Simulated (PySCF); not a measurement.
# Electron correlation in Gd⁵³⁺ (gadolinium, charge +53)

[Ne] 3s1, 2S determinant. Calculation: PySCF 2.14, in an uncontracted even-tempered set (17 s from 13 bohr⁻², ratio 2.5; 12 p from 17 bohr⁻², ratio 2.5; 4 d from 60 bohr⁻², ratio 2.7; 4 f from 90 bohr⁻², ratio 2.7); scalar relativity by spin-free X2C-1e. Frozen: 1s2; 9 electrons correlated; the 20 highest virtual orbitals of each spin left out.

```
  level  correlation energy (mhartree)
   CCSD                        -345.65
    (T)                          -0.07
CCSD(T)                        -345.72
```

Diagnostics: T1 = 5.0e-05, D1 = 0.0002, largest double amplitude 0.002.

Cost of the coupled-cluster step: roughly 30 core-seconds, for 9 correlated electrons.

Iterations:

```
CC2 = 0
CCSD nocc = (np.int64(5), np.int64(4)), nmo = (80, 80)
frozen orbitals [[0, 81, 82, 83, 84, 85, 86, 87, 88, 89, 90, 91, 92, 93, 94, 95, 96, 97, 98, 99, 100], [0, 81, 82, 83, 84, 85, 86, 87, 88, 89, 90, 91, 92, 93, 94, 95, 96, 97, 98, 99, 100]]
max_cycle = 100
direct = 0
conv_tol = 1e-08
conv_tol_normt = 1e-06
diis_space = 8
diis_start_cycle = 0
Init t2, MP2 energy = -0.344561989653414
Init E_corr(UCCSD) = -0.344561989653414
cycle = 1  E_corr(UCCSD) = -0.345616304571  dE = -0.00105431492  norm(t1,t2) = 0.00028415
cycle = 2  E_corr(UCCSD) = -0.345651895740919  dE = -3.55911699e-05  norm(t1,t2) = 9.76809e-06
cycle = 3  E_corr(UCCSD) = -0.345652599947893  dE = -7.04206974e-07  norm(t1,t2) = 4.29795e-07
cycle = 4  E_corr(UCCSD) = -0.345652598081202  dE = 1.8666908e-09  norm(t1,t2) = 2.21846e-09
UCCSD converged
E(UCCSD) = -8224.639536160928  E_corr = -0.3456525980812019
UCCSD(T) correction = -7.11771586176805e-05
```

At this charge the one-electron X2C treatment keeps the bare 1/r₁₂, with no two-electron picture change or Breit term. The effect here is smaller than on the frozen 1s shell; and a scalar Hamiltonian misses the large spin-orbit splitting of the p shells, which matters for ns² → np² pairs.
